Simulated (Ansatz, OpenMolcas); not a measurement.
Ansatz → OpenMolcas

Ansatz 0.2.0 runs this on InNH3 (SMILES [NH2][InH]):

input.yaml:
```yaml
basis:
  gaussian: {orbitals: def2-SVP}
crystal:
  periodic: [false, false, false]
  atoms:
    - {symbol: N, position_ang: [-0.299400, -0.736500, 0.264700]}
    - {symbol: In, position_ang: [0.846600, 0.946400, 0.296000]}
    - {symbol: H, position_ang: [-0.846800, -0.960800, -0.554700]}
    - {symbol: H, position_ang: [0.017600, -1.585600, 0.707600]}
    - {symbol: H, position_ang: [0.331900, 2.262600, -0.755100]}
magnetization: {spin_polarized: true, initial_magnetization: 1}
hamiltonian: {xc: r2scan}
accuracy: high
output: {orbitals: {seedname: orbitals}}
```

```bash
$ ansatz run input.yaml --threads 1 --pin off --max-ram 3480MiB --events-out events.jsonl --progress --plain --runs-dir runs
```

The shape is that of a PBE0-D4/def2-TZVP optimisation. This is one conformer, not always the lowest.

It gives a total energy of -246.638604 Eh.

Write the same calculation for OpenMolcas 26.06 as an input file of the program's own.

For example:

geom.xyz:
```
5

N     -0.299400    -0.736500     0.264700
In     0.846600     0.946400     0.296000
H     -0.846800    -0.960800    -0.554700
H      0.017600    -1.585600     0.707600
H      0.331900     2.262600    -0.755100
```

calc.inp:
```
* H3InN Kohn-Sham DFT

&gateway
  baslib=$CurrDir
  coord=geom.xyz
  basis=def2-SVP
  group=NoSym

&seward
  gridinput
  Grid=UltraFine
  End of Grid

&scf
  uhf
  spin=2
  ksdft=2
  1.0 MGGA_X_R2SCAN
  1.0 MGGA_C_R2SCAN
  thresholds=1e-10 1e-07 1e-07 1e-05
  prorbitals=1 2
```

```bash
$ export MOLCAS_MEM=1860
$ pymolcas calc.inp > calc.log
```

(Basis files named in the input come from the Basis Set Exchange and aren't shown.)

Its energy is -246.638512 Eh, 0.092 mEh from the first; the programs' integration grids differ.
